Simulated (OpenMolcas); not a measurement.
**Cs: input and output**

Input:

```
&GATEWAY
Coord
1

Cs 0.0 0.0 0.0
Basis=ANO-R2
Group=XYZ
NoMove
AngMom=0.0 0.0 0.0
AMFI
&SEWARD
* reference wave functions (RASSCF and RASSI steps not shown): 1 electron in 8 orbitals (6s 6p 7s 7p)
>>> COPY JOB001 $Project.JobIph
&CASPT2
Multistate=1 1
Frozen=9 9
IPEA=0.15
Imaginary=0.15
MaxIter=60
WThr=0.0 0.3 0.05
PrWF=0.5
NoMix
>>> COPY JOB002 $Project.JobIph
&CASPT2
Multistate=3 1 2 3
Frozen=9 9
IPEA=0.15
Imaginary=0.15
MaxIter=60
WThr=0.0 0.3 0.05
PrWF=0.5
NoMix
```

Launched by
```bash
OMP_NUM_THREADS=1 MOLCAS_MEM=2252 MOLCAS_PROJECT=a pymolcas a.inp > a.log  # once for each step of the input, in one work folder
```

Output, cut to the results:

```
--- CASPT2 ---
Orbital specifications:
      -----------------------

      Symmetry species                           1   2
                                                ag  au
      Frozen orbitals                            9   9
      Inactive orbitals                          6   3
      Active orbitals                            2   6
      Secondary orbitals                        19   7
      Deleted orbitals                           0   0
      Number of basis functions                 36  25
Type of calculation                        SS-CASPT2
      Fock operator                              state-specific
      IPEA shift                                 0.15
      Real shift                                 0.00
      Imaginary shift                            0.15
      The input orbitals will be transformed to quasi-canonical
Reference energy:       -7783.1286689010
      E2 (Non-variational):      -0.2525940901
      Shift correction:          -0.0006524747
      E2 (Variational):          -0.2532465647
      Total energy:           -7783.3819154657
      Residual norm:              0.0000000214
      Reference weight:           0.93024
      Contributions to the CASPT2 correlation energy
      Active & Virtual Only:         -0.0000000000
      One Inactive Excited:          -0.0113594079
      Two Inactive Excited:          -0.2412346822
::    CASPT2 Root  1     Total energy:  -7783.38191547
--- CASPT2 ---
Orbital specifications:
      -----------------------

      Symmetry species                           1   2
                                                ag  au
      Frozen orbitals                            9   9
      Inactive orbitals                          6   3
      Active orbitals                            2   6
      Secondary orbitals                        19   7
      Deleted orbitals                           0   0
      Number of basis functions                 36  25
Type of calculation                        MS-CASPT2
      Fock operator                              state-specific
      IPEA shift                                 0.15
      Real shift                                 0.00
      Imaginary shift                            0.15
      The input orbitals will be transformed to quasi-canonical
Reference energy:       -7783.0480242950
      E2 (Non-variational):      -0.2470159631
      Shift correction:          -0.0005927193
      E2 (Variational):          -0.2476086824
      Total energy:           -7783.2956329774
      Residual norm:              0.0000000730
      Reference weight:           0.93361
      Contributions to the CASPT2 correlation energy
      Active & Virtual Only:          0.0000000000
      One Inactive Excited:          -0.0064578540
      Two Inactive Excited:          -0.2405581092
Reference energy:       -7783.0480242950
      E2 (Non-variational):      -0.2470159651
      Shift correction:          -0.0005927193
      E2 (Variational):          -0.2476086845
      Total energy:           -7783.2956329795
      Residual norm:              0.0000000730
      Reference weight:           0.93361
      Contributions to the CASPT2 correlation energy
      Active & Virtual Only:         -0.0000000000
      One Inactive Excited:          -0.0064578560
      Two Inactive Excited:          -0.2405581091
::    CASPT2 Root  1     Total energy:  -7783.29563298
::    CASPT2 Root  2     Total energy:  -7783.29563298
::    CASPT2 Root  3     Total energy:  -7783.29563298
::    MS-CASPT2 Root  1     Total energy:  -7783.29563298
::    MS-CASPT2 Root  2     Total energy:  -7783.29563298
::    MS-CASPT2 Root  3     Total energy:  -7783.29563298
```

Levels above the lowest, from the spin-orbit matrix with the single-state CASPT2 energies, averaged by term, on its diagonal:

| Configuration | Term | J | E (cm-1) | Measured (cm-1) | Term weight % |
| --- | --- | --- | --- | --- | --- |
| 6s | 2S | 1/2 | 0.0 | 0.0 | 100 |
| 6p | 2P* | 1/2 | 18308 | 11178 | 100 |
| 6p | 2P* | 3/2 | 19251 | 11732 | 100 |

Against the 2 measured excited levels shown (NIST Handbook of Basic Atomic Spectroscopic Data) the mean absolute deviation is 7300 cm-1; the largest miss in energy is 6p 2P* 3/2: computed 19251, measured 11732 cm-1 (+64.1 %).

With one active electron outside closed inactive shells, the extra shells (7p 7s) add no correlation to the reference. ANO sets are built for ground and valence states and can reach diffuse excited orbitals poorly. With one active electron, CASPT2 adds the correlation within the correlated inactive shells and between them and that electron, and leaves the splitting within a term as the reference gives it. The ANO-R sets hold no well-fitted valence p shell for this element, so s → p excitations can come out far too high. Measured partners are found by configuration, term and J. A level has none where our copy of the source lacks it or the pairing is in doubt (some pairs that miss far off the trend of their configuration count as doubtful), and it then counts in no deviation. Only configurations of the active space appear. The first state left out of the spin-orbit step lies near 180000 cm-1 above the lowest spin-free state of the reference (among the parities and spins computed), and the list stops at four fifths of that energy or lower.

The CASPT2 steps took 1.2 s on 1 thread of Arm Neoverse V1, on a shared host; the integral step is not counted.

The term weight is that of the spin-free term in the level, not the purity of its configuration. * marks odd parity.
